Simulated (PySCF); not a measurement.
C2H9NSi2.
Geometry (PBE0-D3(BJ)/def2-SVP, Å), atoms numbered from 1 in this order:
```
atom  x, y, z in Å
N1    -2.3833    0.5581   -0.0299
Si2   -1.7510   -0.8356    0.7826
C3     0.1204   -0.7182    0.7998
C4     0.7932    0.1485    0.0211
Si5    2.6567    0.3170    0.0004
H6    -3.2542    0.4785   -0.5416
H7    -2.3010    1.4741    0.3975
H8    -2.2232   -2.0249    0.0072
H9    -2.2054   -1.0245    2.2022
H10    0.6873   -1.3751    1.4764
H11    0.1985    0.7949   -0.6424
H12    3.0728    1.6973    0.4044
H13    3.2006    0.0716   -1.3723
H14    3.2526   -0.6709    0.9509
```

Jobs on this species (14 atoms, 56 electrons) with PySCF (density fitting). Hardware of each: Arm Neoverse V1, one thread, no GPU, shared host. Other jobs ran on the host; a repeat could differ by tens of per cent or more.

Question: Rank these jobs by wall time, shortest first.
A. PBE0-D3(BJ)/def2-SVP, grid level 1; geometry optimisation from a GFN2-xTB start; 123 basis functions
B. BHandHLYP/def2-SVPD; 10 singlets by full TDDFT, 4 Tamm–Dancoff triplets, polarisability, ΔSCF ions; 180 basis functions
C. PBE0/def2-TZVP; 10 singlets by full TDDFT, 4 Tamm–Dancoff triplets, polarisability; 221 basis functions
D. PBE0/6-31G*; 10 singlets by full TDDFT, 4 Tamm–Dancoff triplets, polarisability; 96 basis functions

Answer: D (9.3 s), C (29 s), A (48 s), B (2.0 min).

All jobs:

| level and settings | work | basis functions | SCF cycles | wall time |
| --- | --- | --- | --- | --- |
| PBE0/6-31G* | 10 singlets by full TDDFT, 4 Tamm–Dancoff triplets, polarisability | 96 | 13 | 9.3 s |
| HF/def2-SVPD | 10 singlets by TDHF, 4 Tamm–Dancoff triplets, polarisability, ΔSCF ions | 180 | 10 | 19 s |
| PBE0/def2-TZVP | 10 singlets by full TDDFT, 4 Tamm–Dancoff triplets, polarisability | 221 | 14 | 29 s |
| PBE0-D3(BJ)/def2-SVP, grid level 1 | geometry optimisation from a GFN2-xTB start | 123 | 58 | 48 s |
| B3LYP/def2-SVPD | 10 singlets by full TDDFT, 4 Tamm–Dancoff triplets, polarisability, ΔSCF ions | 180 | 13 | 1.9 min |
| BHandHLYP/def2-SVPD | 10 singlets by full TDDFT, 4 Tamm–Dancoff triplets, polarisability, ΔSCF ions | 180 | 12 | 2.0 min |
| PBE0/def2-SVPD | 10 singlets by full TDDFT, 4 Tamm–Dancoff triplets, polarisability, ΔSCF ions | 180 | 12 | 2.3 min |
| CAM-B3LYP/def2-SVPD | 10 singlets by full TDDFT, 4 Tamm–Dancoff triplets, polarisability, ΔSCF ions | 180 | 12 | 2.6 min |
| PBE/def2-SVPD | 10 singlets by full TDDFT, 4 Tamm–Dancoff triplets, polarisability, ΔSCF ions | 180 | 15 | 2.7 min |

Question: What do all jobs in the table cost together?

Answer: About 13 min; the longest takes about 20 % of that, and about 17 times as long as the shortest.
